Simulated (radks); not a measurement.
Values are calculated unless marked as measured or tabulated.
Charge is removed step by step from the 4d (averaged over the sub-levels emptied) level of the silver ion Ag+, starting from [Kr] 4d10. Code: a radial shooting solver on a logarithmic mesh with Libxc functionals. Model: Dirac Kohn-Sham, BLYP, spin-unpolarised, spherical densities, finite nucleus; Fermi nuclear charge, rms radius 4.5454 fm.

| removed (e) | E - E(0) (eV) | eigenvalue (eV) | E minus straight line (eV) |
|---|---|---|---|
| 0 | 0.000 | -15.586 | 0.000 |
| 0.125 | 2.045 | -17.136 | -0.710 |
| 0.25 | 4.285 | -18.716 | -1.225 |
| 0.375 | 6.725 | -20.327 | -1.540 |
| 0.5 | 9.368 | -21.966 | -1.652 |
| 0.625 | 12.218 | -23.634 | -1.558 |
| 0.75 | 15.278 | -25.328 | -1.253 |
| 0.875 | 18.551 | -27.049 | -0.735 |
| 1 | 22.041 | -28.795 | 0.000 |

Removing the whole electron costs 22.041 eV by Delta-SCF, against 15.586 eV from minus the eigenvalue at the starting occupation. Slater's transition state (half an electron removed) gives 21.966 eV. Integrating minus the eigenvalue over the occupation (Janak's theorem) gives 22.041 eV. The mean slope of the eigenvalue, de/dn, is 13.2 eV per electron. Ionisation energy of Ag+ in the NIST Atomic Spectra Database: 21.484 eV (measured).

Beside tabulated values, note that spin-unpolarised runs miss the spin-polarisation part of the exchange energy of open shells.
